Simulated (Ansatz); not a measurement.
Relaxation of C₂H₅FO₂Si (11 atoms, charge 0, multiplicity 1), to a largest force component of 0.02 eV/Å in at most 50 steps.

Computed with RKS B3LYP-D4/def2-SVP in Ansatz.

```xyz
11
Properties=species:S:1:pos:R:3
O -0.311 -2.211 -0.876
Si 0.039 -0.574 -0.863
C 0.800 0.098 0.649
C -0.269 1.120 0.595
F -0.044 2.298 0.018
O -1.220 0.324 -0.249
H -1.285 -2.347 -0.844
H -2.003 0.251 -0.851
H 0.816 -0.542 1.579
H 1.827 0.541 0.581
H -0.820 1.263 1.603
```

Task: Where does it end, and by what steps?

Result: It converged. After 19 steps the energy has fallen by 3.156 eV; H8 moved furthest, 1.47 Å. Parted: Si2–C4, Si2–O6.

```json
{"step": "0", "energy less start (eV)": "0.0000", "largest force component (eV/Å)": "6.962", "accepted": "yes"}
{"step": "1", "energy less start (eV)": "-1.4217", "largest force component (eV/Å)": "3.616", "accepted": "yes"}
{"step": "2", "energy less start (eV)": "-2.2823", "largest force component (eV/Å)": "1.586", "accepted": "yes"}
{"step": "3", "energy less start (eV)": "-2.5629", "largest force component (eV/Å)": "1.057", "accepted": "yes"}
{"step": "4", "energy less start (eV)": "-2.8154", "largest force component (eV/Å)": "1.618", "accepted": "yes"}
{"step": "5", "energy less start (eV)": "-2.8690", "largest force component (eV/Å)": "1.885", "accepted": "yes"}
{"step": "6", "energy less start (eV)": "-3.0349", "largest force component (eV/Å)": "0.583", "accepted": "yes"}
{"step": "7", "energy less start (eV)": "-3.0587", "largest force component (eV/Å)": "0.930", "accepted": "yes"}
{"step": "8", "energy less start (eV)": "-3.1093", "largest force component (eV/Å)": "0.336", "accepted": "yes"}
{"step": "9", "energy less start (eV)": "-3.1164", "largest force component (eV/Å)": "0.673", "accepted": "yes"}
{"step": "10", "energy less start (eV)": "-3.1305", "largest force component (eV/Å)": "0.236", "accepted": "yes"}
{"step": "11", "energy less start (eV)": "-3.1391", "largest force component (eV/Å)": "0.159", "accepted": "yes"}
{"step": "12", "energy less start (eV)": "-3.1439", "largest force component (eV/Å)": "0.275", "accepted": "yes"}
{"step": "13", "energy less start (eV)": "-3.1499", "largest force component (eV/Å)": "0.110", "accepted": "yes"}
{"step": "14", "energy less start (eV)": "-3.1535", "largest force component (eV/Å)": "0.098", "accepted": "yes"}
{"step": "15", "energy less start (eV)": "-3.1552", "largest force component (eV/Å)": "0.073", "accepted": "yes"}
{"step": "16", "energy less start (eV)": "-3.1551", "largest force component (eV/Å)": "0.129", "accepted": "no"}
{"step": "17", "energy less start (eV)": "-3.1555", "largest force component (eV/Å)": "0.038", "accepted": "yes"}
{"step": "18", "energy less start (eV)": "-3.1556", "largest force component (eV/Å)": "0.020", "accepted": "yes"}
{"step": "19", "energy less start (eV)": "-3.1557", "largest force component (eV/Å)": "0.009", "accepted": "yes"}
```

```xyz
11
Properties=species:S:1:pos:R:3
O -0.108 -2.441 -0.507
Si 0.309 -0.947 -1.170
C 0.513 -0.028 0.533
C -0.406 1.168 0.513
F 0.107 2.132 -0.350
O -1.628 0.722 0.017
H -0.270 -3.122 -1.175
H -2.242 1.467 -0.054
H 0.229 -0.716 1.345
H 1.550 0.307 0.701
H -0.527 1.681 1.487
```

Whether the end is a true minimum wasn't checked by a vibrational analysis.

Run time: 67 s on 2 threads of Arm Neoverse V1 (shared host), peak memory 0.26 GiB.
